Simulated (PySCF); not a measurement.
# From a computed spectrum to the compound

A species of 13 atoms with charge 2 has these harmonic modes (PBE0, small Gaussian bases with core potentials, PySCF 2.14.0):

```tsv
cm⁻¹	km/mol	symmetry
24	0.2	
27	0.1	
34	1.1	
43	0.0	
49	2.0	
84	12.8	
87	12.8	
102	0.0	
162	0.4	
220	337.0	
221	336.6	
236	0.1	
264	295.4	
333	61.8	
333	62.4	
341	109.2	
364	0.0	
589	0.0	
598	127.0	
599	127.0	
610	93.5	
1620	86.0	
1621	62.1	
1621	62.1	
1630	0.0	
3770	353.2	
3770	416.8	
3771	353.5	
3782	0.3	
3859	8.2	
3860	437.8	
3860	437.5	
3861	363.9
```

Which species is it, and in which structure?

[Hg(H2O)4]2+ (singlet):
```xyz
13

Hg    0.0000    0.0000    0.0000
O     1.3119    1.2672    1.3234
H     1.2496    1.3326    2.2905
H     2.1013    1.7606    1.0469
O    -1.3119   -1.3234    1.2672
H    -2.1012   -1.0469    1.7607
H    -1.2496   -2.2904    1.3327
O     1.3119   -1.2672   -1.3234
H     2.1013   -1.7606   -1.0469
H     1.2496   -1.3326   -2.2905
O    -1.3119    1.3234   -1.2672
H    -1.2496    2.2904   -1.3327
H    -2.1012    1.0469   -1.7607
```
Ideal gas at 298.15 K and 1 bar: S = 522.5 J/(mol K), Cp = 181.8 J/(mol K), H − H(0 K) = 39.8 kJ/mol (rigid rotor, harmonic modes, spin degeneracy alone; the modes under 60 cm⁻¹ make these uncertain). 
 The answer isn't unique; the calculation gave this one.
